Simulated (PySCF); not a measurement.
# Fine-structure interval along the 13-electron series

Calculated with PySCF 2.14 and a two-component X2C-1e Hamiltonian (Gaussian nucleus, no Breit or QED terms), each ion in its own even-tempered basis scaled to its charge; GMP2 freezes 1s2 and drops the highest virtual spinors. Values in cm⁻¹.

| ion | configuration | GHF (screened spin-orbit) | GMP2 (screened spin-orbit) | GHF (bare spin-orbit) |
| --- | --- | --- | --- | --- |
| Hf⁵⁹⁺ | [Ne] 3s2 3p1 | 2615800 | 2609700 | 2698200 |
| W⁶¹⁺ | [Ne] 3s2 3p1 | 2977600 | 2971100 | 3069400 |

Q: Fill in the row of Ta⁶⁰⁺.

A: configuration: [Ne] 3s2 3p1; GHF (screened spin-orbit): 2791600; GMP2 (screened spin-orbit): 2785300; GHF (bare spin-orbit): 2878500.
